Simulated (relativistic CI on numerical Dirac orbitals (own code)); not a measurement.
## Sensitivity of the levels of Nd⁴⁵⁺ to α and to the nuclear radius

Method of calculation: Dirac-Coulomb-Breit CI, separate exchange-only KLI orbitals for each configuration, derivatives by finite differences, unscaled Slater integrals, QED left out (own radial code, finite nucleus).

CI space (outside the closed core [Ne]): 3s2 3p3, 3s 3p4, 3s2 3p2 3d, 3p5, 3s 3p3 3d, 3p4 3d, 3s2 3p 3d2, 3s2 3d3, 3s 3p 3d3, 3p3 3d2, 3p2 3d3. Double excitations out of closed p, d and f shells are left out; levels of such configurations are missing from the list, as are those of other unlisted configurations, and high levels can miss mixing partners.

With x = (α/α₀)² − 1 an excitation energy changes as ω = ω₀ + qx; K = 2q/ω₀ is the relative enhancement. Terms are leading LS components, so labels can repeat. The field-shift factor is F = δν/δ⟨r²⟩ for the transition from the lowest level.

Lowest level 3s2 3p3 2P°_3/2.

| Level | ω₀ (cm⁻¹) | q (cm⁻¹) | F (GHz/fm²) |
| --- | --- | --- | --- |
| 3s2 3p3 4S°_3/2 | 971827 | 1.19e+06 | -65.3 |
| 3s2 3p3 2D°_5/2 | 1049126 | 1.19e+06 | -66.1 |
| 3s2 3p3 2P°_1/2 | 1143407 | 1.196e+06 | -67.7 |
| 3s2 3p2 3d 2D_3/2 | 1431935 | 62080 | -10.9 |
| 3s2 3p2 3d 2D_5/2 | 1731631 | 403100 | -138 |
| 3s 3p4 4P_5/2 | 2045678 | 1.262e+06 | -1510 |
| 3s2 3p3 2P°_3/2 | 2126764 | 2.389e+06 | -148 |
| 3s 3p4 2P_3/2 | 2219727 | 1.329e+06 | -1300 |
| 3s 3p4 2S_1/2 | 2230816 | 1.36e+06 | -1540 |
| 3s2 3p2 3d 2F_5/2 | 2405414 | 1.233e+06 | -54.5 |
| 3s2 3p2 3d 4D_3/2 | 2423527 | 1.253e+06 | -168 |
| 3s2 3p2 3d 4D_1/2 | 2424136 | 1.241e+06 | -64.9 |
| 3s2 3p2 3d 2G_7/2 | 2479511 | 1.24e+06 | -49.1 |

At this charge energies of transitions that change n are usually good to better than 1 %, and those within a shell (Δn = 0) to a few per cent.

(1) Which transition from the lowest level has the largest |K|?

Answers

(1) 3s2 3p3 4S°_3/2 at 971827 cm⁻¹, K = 2.45.
